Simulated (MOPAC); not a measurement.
MOPAC input (PM6):

```
PM6 1SCF CHARGE=-1 GEO-OK AUX(PRECISION=9) THREADS=1
F3Ge

Ge    0.12479530 1   -0.15344757 1    0.38922737 1
F    -1.03543107 1    1.26251534 1    0.24928679 1
F     1.34647377 1    0.50266349 1   -0.81396818 1
F    -0.75475931 1   -1.21958748 1   -0.81923815 1
```

What heat of formation does the run end on, and which ionisation energy by Koopmans theorem?

-267.02 kcal/mol; 4.29 eV.
